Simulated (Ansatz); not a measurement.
Z-matrix (Å, degrees):
```
As
H 1 1.526
H 1 1.526 2 90.7
```

Charge 0, multiplicity 2.

(1) List the CAM-B3LYP/def2-TZVPP orbital energies in eV (Ansatz). (An estimate is asked.)

## Answers

(1) The calculation gave: α occupied: -11590.14, -1466.86, -1311.51, -1311.45, -1311.42, -192.33, -139.61, -139.49, -139.39, -46.78, -46.76, -46.68, -46.65, -46.59, -19.26, -11.66, -9.91, -8.05. α empty: 1.66, 1.82, 5.80, 6.46, 7.00, 7.01, 7.12, 9.35. β occupied: -11590.09, -1466.83, -1311.44, -1311.41, -1311.41, -192.25, -139.46, -139.40, -139.36, -46.64, -46.63, -46.63, -46.55, -46.55, -18.39, -11.54, -9.59. β empty: -2.06, 1.77, 1.98, 6.46, 6.48, 7.13, 7.71, 7.81. ⟨S²⟩ = 0.754.
